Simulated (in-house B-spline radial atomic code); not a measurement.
How numerical settings move a run on Tb3+, [Xe] 4f8. Computed with an all-electron radial atomic-structure program (B-spline basis): scalar-relativistic (X2C) BHandHLYP, spin-polarised, spherical fractional occupations, Fermi nucleus of rms radius 5.06 fm.

Command:
```bash
python run_scf.py task.json out
```
Settings of the sound reference run:
```
Z                65
electrons        62
configuration    [Xe] 4f8
hamiltonian      x2c
method           bhandhlyp
spin_polarised   True
nucleus          fermi
rms_radius       5.06
mass_number      159
atomic_mass      158.9254
speed_of_light   137.036
knot_spacing     0.22
spline_order     8
gauss_points     12
box_radius       16.22
max_iterations   70
damping          0.5
damped_steps     3
diis_vectors     10
tolerance        1e-08
start            Thomas-Fermi
```

Time taken, with all properties: 0.71 s on 1 thread of Arm Neoverse N1, on a shared host.

It converges in 11 iterations to -11706.807545 hartree, with 4f down at -24.4761 eV. The other runs change the listed settings, some to values that make no sense; their results aren't properties of the atom or ion. Radii are in bohr (the nuclear one in fm), a minus after a letter asks for a j subshell, and «unchanged» means within 1e-8 hartree. The run stops when the residual is below 10 × tolerance × max(1, Z/10), or a noise floor if that is larger, and the energy moves by less than 1e-8 × √|E| hartree; so very loose and very tight tolerances often act alike.

| changed settings | outcome |
| --- | --- |
| electrons = 63, configuration = [Kr] 4d10 4f8 5s2 5p7, max_iterations = 50 | stopped with error: shell 5p holds at most 3 electrons (per spin) |
| damped_steps = 30 | converged in 24 iterations, energy unchanged, 4f down level +1.9e-05 eV |
| gauss_points = 5 | converged in 11 iterations, energy -2.52e-07 hartree from the reference |
| gauss_points = 16 | converged in 11 iterations, energy -1.95e-07 hartree from the reference |
| spline_order = 6 | converged in 11 iterations, energy +1.73e-05 hartree from the reference, 4f down level -9.2e-06 eV |
| damped_steps = 0 | converged in 10 iterations, energy unchanged, 4f down level -6.5e-06 eV |
| spline_order = 4 | converged in 11 iterations, energy +8.04e-03 hartree from the reference, 4f down level -2.0e-03 eV |
| gauss_points = 4 | converged in 11 iterations, energy +8.66e-07 hartree from the reference, 4f down level -2.5e-06 eV |
| electrons = 65, configuration = [Xe] 4f8 6s3, max_iterations = 60 | stopped with error: shell 6s holds at most 1 electrons (per spin) |
| spline_order = 3 | converged in 11 iterations, energy +4.03e-01 hartree from the reference, 4f down level -7.2e-02 eV |
| damped_steps = 1 | converged in 11 iterations, energy unchanged, 4f down level +2.4e-05 eV |
| spline_order = 7 | converged in 11 iterations, energy -3.47e-07 hartree from the reference, 4f down level -7.8e-06 eV |
| gauss_points = 3, max_iterations = 50, damped_steps = 0, tolerance = 0.01 | not converged after 50 iterations, last residual 2.5e+03, last energy +2.40e+05 hartree from the reference |
| gauss_points = 8 | converged in 11 iterations, energy -1.49e-07 hartree from the reference |
| spline_order = 4, max_iterations = 100, diis_vectors = 1 | not converged after 100 iterations, last residual 2.1e+00, last energy +8.09e+01 hartree from the reference |
| knot_spacing = 0.15, max_iterations = 100, damping = 0.95, damped_steps = 30, tolerance = 1e-06 | converged in 37 iterations, energy -2.09e-06 hartree from the reference, 4f down level -2.0e-04 eV |

(1) What happens with spline_order = 10, max_iterations = 75, tolerance = 1e-05?

(2) What happens with gauss_points = 6?

(3) What happens with hamiltonian = dirac, method = hf, spin_polarised = False, speed_of_light = 32.50494?

(4) What happens with gauss_points = 8, box_radius = 8.11, max_iterations = 50, damped_steps = 1, diis_vectors = 1?

## Answers

(1) Converged in 10 iterations, energy -1.75e-06 hartree from the reference, 4f down level -3.4e-04 eV.

(2) Converged in 11 iterations, energy -4.70e-08 hartree from the reference.

(3) Stopped with error: Z/c is past the critical charge.

(4) Not converged after 50 iterations, last residual 2.1e+00, last energy +8.08e+01 hartree from the reference.
